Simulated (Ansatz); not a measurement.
Geometry optimisation, DFT PBE-D3(BJ), scalar-relativistic, plane waves, PAW in Ansatz.

Input file:

```yaml
accuracy: low
crystal:
  lattice:
    - [6.135792, 0.0, 0.0]
    - [0.0, 6.135792, 0.0]
    - [0.0, 0.0, 6.135792]
  atoms:
    - { symbol: O, position: [0.8213967, 0.6818458, 0.6348953] }
    - { symbol: H, position: [0.6844204, 0.6047385, 0.6203993] }
    - { symbol: H, position: [0.8900939, 0.6645082, 0.493834] }
    - { symbol: O, position: [0.4391474, 0.2893828, 0.752453] }
    - { symbol: H, position: [0.4643725, 0.4220142, 0.6706559] }
    - { symbol: H, position: [0.408652, 0.1813101, 0.6415093] }
    - { symbol: O, position: [0.7821063, -0.0092691, 0.2065286] }
    - { symbol: H, position: [0.7226336, 0.1204302, 0.1390063] }
    - { symbol: H, position: [0.843086, -0.0906431, 0.0857895] }
    - { symbol: O, position: [0.4860155, 0.4880536, 0.1955194] }
    - { symbol: H, position: [0.6246257, 0.5629835, 0.1859842] }
    - { symbol: H, position: [0.5207163, 0.3386579, 0.1581706] }
    - { symbol: O, position: [0.2970999, 0.9453282, 0.3748878] }
    - { symbol: H, position: [0.2429449, 0.8276543, 0.4651001] }
    - { symbol: H, position: [0.2456421, 1.0757881, 0.4473482] }
    - { symbol: O, position: [0.9275069, 0.2180074, 0.683867] }
    - { symbol: H, position: [0.8585348, 0.3402861, 0.6116941] }
    - { symbol: H, position: [0.8220229, 0.1013319, 0.6705203] }
    - { symbol: Cl, position: [0.0457649, 0.4915901, 1.0887345] }
    - { symbol: H, position: [0.0440076, 0.5120379, 0.8811381] }
basis:
  ecutwfc: 420.0
kpoints:
  mp_grid: { grid: [1, 1, 1] }
hamiltonian:
  xc: pbe
  dispersion: d3bj
scf:
  occupations: { method: fermi_dirac, width: 0.02 }
  lower_state_search: "off"
relax:
  f_tol: 0.3
  max_steps: 15
  adjacent_minimum: "off"
```

Command:

```bash
$ ansatz run input.yaml --threads 1 --pin off --max-ram 3072MiB --backend cpu --events-out ev --progress --plain --runs-dir out
```

Where does it end, and by what steps?

It did not converge within its limit. Limits of this set-up: coarse k mesh, low accuracy level. After 14 steps the energy has fallen by 2.849 eV; H5 moved furthest, 1.37 Å.

```csv
step,energy less start (eV),largest force component (eV/Å),accepted
0,0.0000,0.873,yes
1,-0.5272,1.394,yes
2,-0.9351,1.737,yes
3,-1.3799,2.453,yes
4,-1.6758,1.654,yes
5,-1.9198,0.769,yes
6,-2.0422,0.790,yes
7,-2.1522,1.167,yes
8,-2.2801,0.969,yes
9,-2.3977,0.873,yes
10,-2.4966,0.924,yes
11,-2.6016,0.762,yes
12,-2.6969,0.597,yes
13,-2.7697,0.591,yes
14,-2.8493,0.528,yes
```

```xyz
20
Lattice="6.1358 0.0000 0.0000 0.0000 6.1358 0.0000 0.0000 0.0000 6.1358" Properties=species:S:1:pos:R:3
O 4.959 4.299 3.607
H 4.182 3.766 3.302
H 5.000 5.027 2.950
O 3.540 0.984 5.027
H 3.013 1.782 5.212
H 2.989 0.512 4.332
O 4.382 -0.885 0.940
H 4.026 -0.182 0.330
H 5.189 -1.233 0.479
O 2.866 3.356 2.191
H 3.305 3.888 1.473
H 2.767 2.438 1.878
O 2.035 6.158 3.002
H 1.977 5.210 2.786
H 1.112 6.486 3.142
O 5.784 1.249 3.309
H 5.853 2.184 3.046
H 5.067 1.251 3.994
Cl 0.660 3.601 5.730
H -0.164 3.896 4.678
```

The run took 23 s on 1 thread of Arm Neoverse V1, on a shared host, peak memory 0.33 GiB.
